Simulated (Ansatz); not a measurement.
`C[SiH2]C=N` → `C=C[SiH2]N`  (isomerisation)

Isolated molecules relaxed with PBE0-D4/def2-TZVP in Ansatz; ΔE leaves out vibrations. CBS: MP2 limit from def2 TZ/QZ plus the TZ coupled-cluster correction, frozen cores. Functionals use def2-TZVPP. One conformer a species, not always the lowest.

`C[SiH2]C=N`:

```xyz
11

C    -0.918    1.337    0.438
Si    0.495    0.379   -0.324
C     0.526   -1.405    0.305
N     0.418   -2.453   -0.405
H    -0.928    2.366    0.073
H    -1.877    0.877    0.193
H    -0.822    1.367    1.526
H     1.791    1.033    0.009
H     0.358    0.292   -1.806
H     0.638   -1.579    1.385
H     0.320   -2.214   -1.395
```

`C=C[SiH2]N`:

Z-matrix (Å, degrees):
```
Si
C 1 1.865
N 1 1.715 2 114.9
H 1 1.488 2 108.4 3 -120.8
H 1 1.488 2 108.4 3 120.8
C 2 1.330 1 123.1 3 0.1
H 2 1.091 1 118.8 3 -179.9
H 3 1.006 1 121.5 2 75.9
H 3 1.006 1 121.5 2 -76.3
H 6 1.087 2 122.6 1 180.0
H 6 1.087 2 121.2 1 -0.0
```

| level | ΔE (kJ/mol) |
| --- | --- |
| r2SCANh-D4 | -72.1 |
| ωB97M-V | -72.5 |

Problem. What does CCSD(T)/CBS give? (Estimate.)

Solution. The calculation gave: -75.7 kJ/mol. The listed levels differ from it by 3.6, 3.2 kJ/mol.

Largest T1 diagnostic among the species: 0.012.

From BLYP to BHLYP (50 % exact exchange), in def2-TZVPP and without D4, ΔE moves by −16.1 kJ/mol. In def2-TZVPP, CCSD(T) changes the Hartree–Fock value by +10.8 kJ/mol (the triples alone add +2.4 kJ/mol) and MP2 by +4.1 kJ/mol. Leaving LDA and LC-ωPBE aside and taking each functional with its dispersion term where it has one, the values, not all of them listed here, spread over 21.8 kJ/mol, from BHLYP-D4 to revPBE-D4. LDA lies −11.8 kJ/mol from PBE without D4.
